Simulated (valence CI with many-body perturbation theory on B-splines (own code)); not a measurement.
**Se²⁸⁺: E2, M1, M2 decay**

Level of theory: valence CI with perturbative core correlation (CI+MBPT): four valence electrons over a frozen Dirac-Fock core [He], radial functions for each j: 11 s, 11 p, 10 d, 8 f, 5 g, 2 h, with the one-electron correlation potential Σ1 (screened to all orders), the two-electron term Σ2, the three-electron term Σ3, Breit, model QED; selected single and double excitations, second order for the rest, scaled by the run's own slope (own B-spline code, finite nucleus).

No measured spectrum was set against this ion. As an estimate, large intervals hold to a few tenths of a per cent, small ones and those within an open d or f shell to about a per cent. Among the levels kept, up to 1200 cm⁻¹ of a level comes from second order outside the variational space, and about a tenth of that is noise between levels of different J, which matters for small intervals.

Lines 1 to 43 of 43 in falling wavelength, among levels below 157.30 Ry, chosen from the decays that carry over 1 % of a level's rate. Wavelengths and rates use the calculated energies. Electric multipoles are in the length gauge, E1 and E2 with the static RPA response of the core. Weak lines are less certain than strong ones. Lines between different terms over intervals too small for the method are left out, as are lines whose strength nearly cancels. The highest levels of a list are the least certain.

Levels are named by their leading jj configuration (3d3/2^4 stands for four electrons in 3d with j = 3/2), which in mixed levels can hold well under half, so a name can repeat and another be missing. Letters in brackets count levels of one name in rising energy.

```csv
λ vac (Å),Upper,Lower,Type,A (s⁻¹),Branch %
1329,(2s^2 2p1/2 2p3/2) J=2,(2s^2 2p1/2 2p3/2) J=1,M1,3.04e+03,97.1
334.9,(2s^2 2p1/2 2p3/2) J=1,(2s^2 2p1/2^2) J=0,M1,3.87e+05,100.0
281.4,(2s^2 2p3/2^2) J=2,(2s^2 2p1/2 2p3/2) J=2,M1,4.52e+05,47.0
267.5,(2s^2 2p1/2 2p3/2) J=2,(2s^2 2p1/2^2) J=0,E2,9.09e+01,2.9
232.2,(2s^2 2p3/2^2) J=2,(2s^2 2p1/2 2p3/2) J=1,M1,5.09e+05,52.9
163.9,(2s^2 2p3/2^2) J=0,(2s^2 2p1/2 2p3/2) J=1,M1,2.32e+06,99.9
7.557,(2s^2 2p3/2 3d5/2) J=4,(2s 2p3/2^3) J=2,E2,7.64e+07,2.6
7.390,(2s^2 2p3/2 3d5/2) J=4,(2s 2p1/2 2p3/2^2) J=2 [b],E2,1.56e+08,5.4
7.255,(2s^2 2p3/2 3d5/2) J=4,(2s 2p1/2 2p3/2^2) J=3,E2,8.22e+07,2.8
7.200,(2s^2 2p3/2 3d5/2) J=4,(2s 2p1/2 2p3/2^2) J=2 [a],E2,5.63e+07,1.9
7.143,(2s 2p3/2^2 3p3/2) J=4,(2s 2p3/2^3) J=2,E2,1.45e+09,4.2
7.096,(2s 2p1/2 2p3/2 3p3/2) J=3 [a],(2s 2p1/2 2p3/2^2) J=2 [a],E2,1.86e+09,5.8
7.089,(2s 2p1/2 2p3/2 3p3/2) J=4,(2s 2p1/2 2p3/2^2) J=3,E2,2.23e+09,10.7
7.074,(2s^2 2p1/2 3p1/2) J=1,(2s^2 2p1/2 2p3/2) J=2,E2,1.04e+10,8.5
7.037,(2s^2 2p1/2 3p1/2) J=1,(2s^2 2p1/2 2p3/2) J=1,E2,9.84e+09,8.0
7.028,(2s^2 2p3/2 3p1/2) J=2,(2s^2 2p3/2^2) J=2,E2,1.24e+10,2.8
7.016,(2s^2 2p1/2 3p1/2) J=0,(2s^2 2p1/2 2p3/2) J=2,E2,1.64e+10,2.5
7.014,(2s 2p3/2^2 3p1/2) J=0,(2s 2p3/2^3) J=2,E2,1.93e+10,6.4
7.008,(2s^2 2p3/2 3p3/2) J=3,(2s^2 2p3/2^2) J=2,E2,5.70e+09,3.3
7.004,(2s^2 2p3/2 3p3/2) J=1,(2s^2 2p3/2^2) J=2,E2,6.39e+09,2.2
6.997,(2s^2 2p1/2 3p3/2) J=2,(2s^2 2p1/2 2p3/2) J=2,E2,6.74e+09,3.4
6.993,(2s 2p3/2^2 3p3/2) J=4,(2s 2p1/2 2p3/2^2) J=2 [b],E2,1.04e+09,3.0
6.990,(2s^2 2p3/2 3d5/2) J=4,(2s 2p1/2^2 2p3/2) J=2,E2,6.49e+07,2.2
6.967,(2s^2 2p1/2 3p3/2) J=1,(2s^2 2p1/2 2p3/2) J=1,E2,5.50e+09,1.0
6.961,(2s^2 2p1/2 3p3/2) J=2,(2s^2 2p1/2 2p3/2) J=1,E2,3.22e+09,1.6
6.953,(2s 2p1/2 2p3/2 3d5/2) J=5,(2s 2p1/2 2p3/2^2) J=3,M2,1.21e+08,5.5
6.912,(2s^2 2p3/2 3p3/2) J=0,(2s^2 2p3/2^2) J=2,E2,2.54e+10,2.3
6.892,(2s 2p1/2 2p3/2 3p3/2) J=3 [a],(2s 2p1/2^2 2p3/2) J=2,E2,9.75e+09,30.6
6.873,(2s 2p3/2^2 3p3/2) J=4,(2s 2p1/2 2p3/2^2) J=3,E2,8.72e+09,25.5
6.862,(2s^2 2p3/2 3d5/2) J=4,(2s^2 2p3/2^2) J=2,M2,1.16e+08,4.0
6.860,(2s 2p1/2 2p3/2 3p3/2) J=0 [b],(2s 2p1/2 2p3/2^2) J=2 [a],E2,7.50e+09,1.4
6.837,(2s^2 2p3/2 3p3/2) J=3,(2s^2 2p1/2 2p3/2) J=2,E2,6.57e+09,3.9
6.835,(2s 2p1/2 2p3/2 3p3/2) J=4,(2s 2p1/2^2 2p3/2) J=2,E2,1.27e+10,60.7
6.834,(2s^2 2p3/2 3p3/2) J=1,(2s^2 2p1/2 2p3/2) J=2,E2,5.14e+09,1.8
6.823,(2s 2p3/2^2 3p3/2) J=4,(2s 2p1/2 2p3/2^2) J=2 [a],E2,7.47e+09,21.9
6.819,(2s^2 2p1/2 3p3/2) J=2,(2s^2 2p1/2^2) J=0,E2,8.58e+09,4.3
6.802,(2s^2 2p3/2 3p3/2) J=3,(2s^2 2p1/2 2p3/2) J=1,E2,6.35e+09,3.7
6.443,(2s 2p1/2 2p3/2 3d3/2) J=4,(2s^2 2p1/2 2p3/2) J=2,E2,6.13e+09,2.0
6.424,(2p1/2^2 2p3/2 3d5/2) J=4,(2s 2p1/2 2p3/2^2) J=2 [a],E2,1.64e+09,1.3
6.267,(2p1/2^2 2p3/2 3d3/2) J=2,(2s 2p1/2^2 2p3/2) J=2,E2,3.53e+10,1.5
6.265,(2p1/2^2 2p3/2 3d3/2) J=3,(2s 2p1/2^2 2p3/2) J=2,E2,4.54e+10,4.7
6.261,(2p1/2^2 2p3/2 3d3/2) J=0,(2s 2p1/2^2 2p3/2) J=2,E2,5.27e+10,5.3
6.257,(2p1/2^2 2p3/2 3d5/2) J=4,(2s 2p1/2^2 2p3/2) J=2,E2,5.24e+10,42.3
```
